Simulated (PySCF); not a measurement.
F₄Ge, charge -1, doublet, at a GFN2-xTB geometry (a state made from the parent by changing its charge; the spin is typed, not shown lowest) (in this run its highest filled SCF level lies above zero, so its values depend strongly on the basis, on diffuse functions most of all); PySCF with REVPBE/STO-3G.

Input for PySCF:
```python
from pyscf import gto, scf, dft

mol = gto.M(
    atom='''
F     1.43484093   -1.19785115   -0.12485680
Ge   -0.08011673    0.06688401    0.00697159
F     0.96042394    1.93370305   -0.00581249
F    -1.17003793   -0.43524924   -1.76159722
F    -0.94036746   -0.53841247    1.86747864
''',
    basis='sto-3g',
    charge=-1,
    spin=1,
    verbose=3,
)

mf = dft.UKS(mol)
mf.xc = 'revpbe'
mf.kernel()
mf.analyze()
```

### Question
Write the output that PySCF gives for this input, abridged.

### Answer

```
converged SCF energy = -2446.06440727355  <S^2> = 0.75711162  2S+1 = 2.007099
**** MO energy ****
                             alpha | beta                alpha | beta
MO #1   energy= -392.112303296213  | -392.112005518552  occ= 1 | 1
MO #2   energy= -46.9758740883077  | -46.9745147434724  occ= 1 | 1
MO #3   energy= -42.7476861046603  | -42.7461504337941  occ= 1 | 1
MO #4   energy= -42.7423180876009  | -42.7415011973725  occ= 1 | 1
MO #5   energy= -42.7423171518152  | -42.7415006704145  occ= 1 | 1
MO #6   energy= -23.5638515424702  | -23.563247559826   occ= 1 | 1
MO #7   energy= -23.5182894080034  | -23.5138726148894  occ= 1 | 1
MO #8   energy= -23.5182831960782  | -23.5138665349675  occ= 1 | 1
MO #9   energy= -23.5182713105658  | -23.5138547828308  occ= 1 | 1
MO #10  energy= -4.9360434337489   | -4.9327650857216   occ= 1 | 1
MO #11  energy= -3.21053861245025  | -3.20352045701045  occ= 1 | 1
MO #12  energy= -3.19920090453538  | -3.19766197514935  occ= 1 | 1
MO #13  energy= -3.19919934100576  | -3.19766107292307  occ= 1 | 1
MO #14  energy= -0.624743434779016 | -0.622255296518508 occ= 1 | 1
MO #15  energy= -0.590779214731772 | -0.573660534528166 occ= 1 | 1
MO #16  energy= -0.587568104266304 | -0.57000896385168  occ= 1 | 1
MO #17  energy= -0.587565608236918 | -0.570006265108651 occ= 1 | 1
MO #18  energy= -0.0743855179294977 | -0.0655508998730293 occ= 1 | 1
MO #19  energy= 0.0675902842934669 | 0.0787738264735187 occ= 1 | 1
MO #20  energy= 0.0736675776331681 | 0.0944694643597332 occ= 1 | 1
MO #21  energy= 0.0736696896175053 | 0.0944721906752452 occ= 1 | 1
MO #22  energy= 0.170347421664259  | 0.175209766060391  occ= 1 | 1
MO #23  energy= 0.170363838950286  | 0.175225770047082  occ= 1 | 1
MO #24  energy= 0.19391397684718   | 0.202425432084485  occ= 1 | 1
MO #25  energy= 0.200311106010918  | 0.209948037738073  occ= 1 | 1
MO #26  energy= 0.200320848479143  | 0.209956992708465  occ= 1 | 1
MO #27  energy= 0.204015014580378  | 0.212346071296028  occ= 1 | 1
MO #28  energy= 0.204026392161335  | 0.212680379070754  occ= 1 | 1
MO #29  energy= 0.204422222379101  | 0.212693020725957  occ= 1 | 1
MO #30  energy= 0.255749152640507  | 0.279488118092618  occ= 1 | 1
MO #31  energy= 0.270127818034569  | 0.279711577761417  occ= 1 | 1
MO #32  energy= 0.277092078978003  | 0.279713958428547  occ= 1 | 1
MO #33  energy= 0.277093956917675  | 0.284617464747214  occ= 1 | 1
MO #34  energy= 0.283308549620311  | 0.284618136695418  occ= 1 | 1
MO #35  energy= 0.283309229489637  | 0.289650696486136  occ= 1 | 0
MO #36  energy= 0.400933427825042  | 0.415904952668864  occ= 0 | 0
MO #37  energy= 0.40093544807969   | 0.418169436147605  occ= 0 | 0
MO #38  energy= 0.407844039935194  | 0.418171328405617  occ= 0 | 0

To work with the spin densities directly, `use mulliken_meta_spin()` only printing them here.

 ** Mulliken spin pop alpha/beta on meta-lowdin orthogonal AOs **
 ** Mulliken Spin Density (per atom)  **
spin density of  0 F =      0.02973
spin density of  1 Ge =      0.17780
spin density of  2 F =      0.26416
spin density of  3 F =      0.26416
spin density of  4 F =      0.26415
 ** Mulliken pop alpha/beta on meta-lowdin orthogonal AOs **
 ** Mulliken atomic charges   ( Nelec_alpha | Nelec_beta ) **
charge of  0F =     -0.23375  (     4.63174      4.60201 )
charge of  1Ge =     -0.00470  (    16.09125     15.91345 )
charge of  2F =     -0.25385  (     4.75900      4.49485 )
charge of  3F =     -0.25384  (     4.75900      4.49484 )
charge of  4F =     -0.25385  (     4.75900      4.49485 )

WARN: System has nonzero charge -1; the dipole moment is origin-dependent.
Location of origin: [0. 0. 0.]

Dipole moment(X, Y, Z, Debye):  0.32368, -0.27027, -0.02825
```
